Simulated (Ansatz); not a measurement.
Geometry optimisation, RHF/cc-pVDZ (Ansatz 0.2.0).

Input file:

```yaml
crystal:
  periodic: [false, false, false]
  atoms:
    - { symbol: Si, position_ang: [-0.98986, 1.25993, 0.50859] }
    - { symbol: C, position_ang: [0.49323, 0.57454, -0.16215] }
    - { symbol: S, position_ang: [1.29397, -0.79928, 0.60394] }
    - { symbol: S, position_ang: [2.70237, 0.05318, 1.87589] }
    - { symbol: H, position_ang: [-1.67219, 2.38069, -0.11929] }
    - { symbol: H, position_ang: [-1.64009, 0.74403, 1.70116] }
    - { symbol: H, position_ang: [0.99528, 0.94282, -1.04502] }
    - { symbol: H, position_ang: [1.92744, 0.18205, 2.95858] }
basis:
  gaussian: { orbitals: cc-pVDZ }
hamiltonian:
  xc: hf
relax:
  f_tol: 0.015
  max_steps: 40
```

Run as:

```bash
$ ansatz run input.yaml --threads 1 --pin off --max-ram 2048MiB --backend cpu --events-out ev --progress --plain --runs-dir out
```

Question: Where does it end, and by what steps?

Answer: It converged. After 10 steps the energy has fallen by 0.128 eV; H8 moved furthest, 0.41 Å.

```tsv
step	energy less start (eV)	largest force component (eV/Å)	accepted
0	0.0000	1.902	yes
1	-0.0782	0.898	yes
2	-0.0840	0.483	yes
3	-0.1053	0.188	yes
4	-0.1184	0.289	yes
5	-0.1195	0.172	yes
6	-0.1252	0.098	yes
7	-0.1261	0.228	yes
8	-0.1283	0.018	yes
9	-0.1284	0.021	yes
10	-0.1284	0.011	yes
```

```xyz
8
Properties=species:S:1:pos:R:3
Si -1.084 1.254 0.443
C 0.463 0.646 0.041
S 1.115 -0.821 0.785
S 2.864 -0.175 1.736
H -1.696 2.375 -0.295
H -1.921 0.660 1.499
H 1.061 1.093 -0.745
H 2.308 0.305 2.859
```

Whether the end is a true minimum wasn't checked by a vibrational analysis.

The run took 17 s on 1 CPU thread of a shared host.
